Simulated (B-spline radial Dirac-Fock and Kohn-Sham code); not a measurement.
**Magnetic form factor of the 3d shell of Dy⁴⁴⁺**

System: dysprosium as Dy⁴⁴⁺, configuration 1s2 2s2 2p6 3s2 3p6 3d4.

Method: relativistic Hartree-Fock (Dirac-Fock) wave functions, averaged over the configuration. Computed with an atomic code on a B-spline grid. ⟨j_K⟩ is the integral of the 3d radial density with the spherical Bessel function j_K(4πsr), s = sin θ/λ.

```csv
s (Å⁻¹),⟨j0⟩,⟨j2⟩,⟨j4⟩
0,1.0000,0.0000,0.0000
0.05,0.9992,0.0003,0.0000
0.1,0.9968,0.0013,0.0000
0.15,0.9927,0.0029,0.0000
0.2,0.9871,0.0051,0.0000
0.25,0.9800,0.0080,0.0000
0.3,0.9713,0.0114,0.0001
0.35,0.9612,0.0154,0.0001
0.4,0.9496,0.0199,0.0002
0.45,0.9366,0.0250,0.0003
0.5,0.9223,0.0305,0.0004
0.6,0.8901,0.0429,0.0008
0.7,0.8535,0.0566,0.0014
0.8,0.8131,0.0715,0.0024
0.9,0.7696,0.0870,0.0037
1,0.7236,0.1030,0.0054
1.1,0.6760,0.1189,0.0075
1.2,0.6274,0.1345,0.0102
1.4,0.5296,0.1634,0.0169
1.6,0.4348,0.1878,0.0255
```

Radial moments of the shell: ⟨r²⟩ = 0.04389, ⟨r⁴⟩ = 0.003237, ⟨r⁶⟩ = 0.0003612 in powers of bohr.
